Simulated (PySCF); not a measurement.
methylsilylboronic acid (CH₇BO₂Si), SMILES C[SiH2]B(O)O. Atoms are numbered in the order given.

```xyz
12

Si     0.7735    -0.3736    -0.7476
C      2.2593    -0.0323     0.3594
B     -0.9726     0.1442     0.1680
O     -0.8890     1.0075     1.2179
O     -2.2198    -0.2942    -0.1918
H      0.7354    -1.8227    -1.1487
H      0.9089     0.3932    -2.0333
H      2.2644     1.0276     0.6589
H      3.2112    -0.2561    -0.1462
H      2.2053    -0.6369     1.2783
H     -1.7665     1.2047     1.5823
H     -2.2094    -0.9140    -0.9303
```

Geometry: r2SCAN-D4/def2-SVP. Other conformers were not sampled.

Two levels are set side by side: PBE/pcSseg-1 (PySCF) and KT2/pcSseg-1 (PySCF). GIAO shifts against BF3 (¹¹B), H2O (¹⁷O), TMS (²⁹Si), TMS (¹H), TMS (¹³C) at the same level; non-relativistic, no solvent, atoms listed together averaged. Differences are taken from unrounded values.

```tsv
quantity	KT2
δ(²⁹Si) of Si1 (ppm)	-84.9
δ(¹³C) of C2 (ppm)	-8.6
δ(¹¹B) of B3 (ppm)	18.5
δ(¹H) of H11, H12 (ppm)	4.60
```

Question: What does PBE give, and how far is it from KT2? (The exact figures need the calculation; the answer reports its results.)

Answer: 
| quantity | PBE | PBE minus KT2 |
|---|---|---|
| δ(²⁹Si) of Si1 (ppm) | -86.3 | -1.4 |
| δ(¹³C) of C2 (ppm) | -8.8 | -0.3 |
| δ(¹¹B) of B3 (ppm) | 19.7 | 1.2 |
| δ(¹H) of H11, H12 (ppm) | 4.76 | 0.16 |

Rough cost on one machine, each run with all the roots and properties that it gave: KT2 against PBE within a factor of 2.
